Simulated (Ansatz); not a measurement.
Molecule: C5H7Ge (charge 0, doublet). It need not be the lowest isomer of its formula. 
Geometry from a B3LYP-D3(BJ)/def2-TZVP (Ansatz, a quantum-chemistry and plane-wave program) optimisation:
```
C
C 1 1.3617
H 2 1.0815 1 125.57
C 2 1.4535 3 124.18 1 -179.44
C 4 1.3476 2 109.28 3 -179.49
H 5 1.0798 4 126.73 2 -179.49
H 4 1.0809 5 126.12 6 0.15
C 5 1.4987 6 124.12 4 -179.29
H 8 1.0958 5 111.94 6 58.01
H 8 1.0959 9 105.94 5 122.18
Ge 1 1.9152 2 126.61 3 4.84
H 11 1.5459 1 110.60 2 -27.82
H 11 1.5470 12 111.12 1 124.04
```
Charge 0, spin multiplicity 2.

Total electronic energies in hartree. Valence correlation only, unless marked. Open shells are spin-unrestricted. No spin-orbit coupling. The frozen core is the preceding noble-gas configuration, with the filled d and f shells of earlier blocks. No relativistic terms. CBS(X,Y): correlation extrapolated as X^-3; Hartree-Fock from the larger set.

The UHF reference is spin-contaminated (<S^2> 0.44 over the pure value in the largest basis). 

```
level                                program  energy (Eh)
----------------------------  --------------  -----------
BLYP/def2-TZVPD                       Ansatz  -2271.69669
B3LYP/def2-TZVPD                      Ansatz  -2271.78751
PBE0/STO-3G                           Ansatz  -2244.93785
PBE0/def2-SVP                         Ansatz  -2270.77085
B2GP-PLYP-D4/def2-TZVPD       Ansatz + dftd4  -2270.95112
MP2/STO-3G                            Ansatz  -2243.05380
RI-MP2/cc-pVQZ                        Ansatz  -2269.76182
RI-MP2/CBS(cc-pVTZ,cc-pVQZ)           Ansatz   -2269.8029
CCSD(T)/CBS(cc-pVTZ,cc-pVQZ)          Ansatz   -2269.9036
```

Totals of different functionals don't rank their quality; only differences between species are comparable.
